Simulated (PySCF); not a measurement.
## Core-level binding energies of `C=C[CH2][AlH][CH2]C`

Compound: C₅H₁₁Al.
Bonds: C1–C2 (double), C2–C3, C3–Al4, Al4–C5, C5–C6. Hydrogens: H7, H8 on C1; H9 on C2; H10, H11 on C3; H12 on Al4; H13, H14 on C5; H15, H16, H17 on C6.

Theory: delta-SCF UKS SCAN, pcX-2 on the ionised atom, pcseg-1 elsewhere, spin-free X2C in PySCF. These are vertical core ionisation energies against the vacuum level, from separate self-consistent calculations with and without the core hole.

Problem. Give the core binding energies atom by atom.

Solution. 
```json
{"atom(s)": "Al4", "bonded to": "2 C and H", "level": "Al 1s", "binding energy (eV)": "1565.81", "above the level's lowest (eV)": "0.00", "count": "1"}
{"atom(s)": "C2", "bonded to": "C (double bond), C and H", "level": "C 1s", "binding energy (eV)": "291.43", "above the level's lowest (eV)": "+2.03", "count": "1"}
{"atom(s)": "C6", "bonded to": "C and 3 H", "level": "C 1s", "binding energy (eV)": "290.34", "above the level's lowest (eV)": "+0.94", "count": "1"}
{"atom(s)": "C1", "bonded to": "C (double bond) and 2 H", "level": "C 1s", "binding energy (eV)": "290.12", "above the level's lowest (eV)": "+0.72", "count": "1"}
{"atom(s)": "C3", "bonded to": "C, 2 H and Al", "level": "C 1s", "binding energy (eV)": "289.87", "above the level's lowest (eV)": "+0.47", "count": "1"}
{"atom(s)": "C5", "bonded to": "C, 2 H and Al", "level": "C 1s", "binding energy (eV)": "289.40", "above the level's lowest (eV)": "0.00", "count": "1"}
```

The listed C 1s values span 2.03 eV, from C5 (bonded to C, 2 H and Al) to C2 (bonded to C (double bond), C and H). Summing the Pauling electronegativity differences to the bonded atoms, each weighted by its formal bond order, gives -1.64 for the lowest site and -0.35 for the highest; no listed site has a larger sum than the highest.

Problem. Which effective nuclear charge Zeff reproduces each element's mean 1s value in the hydrogen-like formula E = 13.606 eV × Zeff²?

Solution. C (Z = 6): mean 290.2 eV, Zeff = 4.62, Z − Zeff = 1.38; Al (Z = 13): mean 1565.8 eV, Zeff = 10.73, Z − Zeff = 2.27. Means run over the listed sites, weighted by atom count.

The unrestricted hole states depart most from a pure doublet (⟨S²⟩ = 0.75; over 0.85 named) for C 1s of C2 (0.86), which makes this value less certain. Isolated species at its PBE0-D3(BJ)/def2-SVP geometry (one conformer only).

Shape of the structure used: `[CH2:1]=[CH:2][CH2:3][AlH:4][CH2:5][CH3:6]`: C1–C2–C3–Al4 -58°, C2–C3–Al4–C5 -82°, C3–Al4–C5–C6 145°.
